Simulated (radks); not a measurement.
Values are calculated unless marked as measured or tabulated.
The nuclear charge of the mercury ion Hg+ is varied continuously with 79 electrons held in [Xe] 4f14 5d10 6s1. Level of theory: Dirac Kohn-Sham, BLYP, spin-unpolarised, spherical densities, point nucleus (a radial shooting solver on a logarithmic mesh with Libxc functionals). By the Hellmann-Feynman theorem dE/dZ = E(electron-nucleus)/Z, the electronic potential at the nucleus.

Z = 79: E (hartree) -19049.1262; E(electron-nucleus)/Z (hartree) -607.473; HOMO 6s1/2; e(HOMO) (eV) -5.792; <r> HOMO (bohr) 2.877
Z = 79.25: E (hartree) -19201.3821; E(electron-nucleus)/Z (hartree) -610.574; HOMO 6s1/2; e(HOMO) (eV) -7.853; <r> HOMO (bohr) 2.771
Z = 79.5: E (hartree) -19354.4136; E(electron-nucleus)/Z (hartree) -613.679; HOMO 6s1/2; e(HOMO) (eV) -10.041; <r> HOMO (bohr) 2.679
Z = 79.75: E (hartree) -19508.2220; E(electron-nucleus)/Z (hartree) -616.789; HOMO 6s1/2; e(HOMO) (eV) -12.348; <r> HOMO (bohr) 2.596
Z = 80: E (hartree) -19662.8086; E(electron-nucleus)/Z (hartree) -619.905; HOMO 6s1/2; e(HOMO) (eV) -14.765; <r> HOMO (bohr) 2.522
Z = 80.25: E (hartree) -19818.1749; E(electron-nucleus)/Z (hartree) -623.027; HOMO 6s1/2; e(HOMO) (eV) -17.288; <r> HOMO (bohr) 2.455
Z = 80.5: E (hartree) -19974.3225; E(electron-nucleus)/Z (hartree) -626.155; HOMO 6s1/2; e(HOMO) (eV) -19.911; <r> HOMO (bohr) 2.393
Z = 80.75: E (hartree) -20131.2530; E(electron-nucleus)/Z (hartree) -629.290; HOMO 6s1/2; e(HOMO) (eV) -22.630; <r> HOMO (bohr) 2.336
Z = 81: E (hartree) -20288.9683; E(electron-nucleus)/Z (hartree) -632.433; HOMO 6s1/2; e(HOMO) (eV) -25.442; <r> HOMO (bohr) 2.283

The central difference of E at Z = 80 is -619.906 hartree, to compare with the third column; the second derivative is -12.5 hartree.
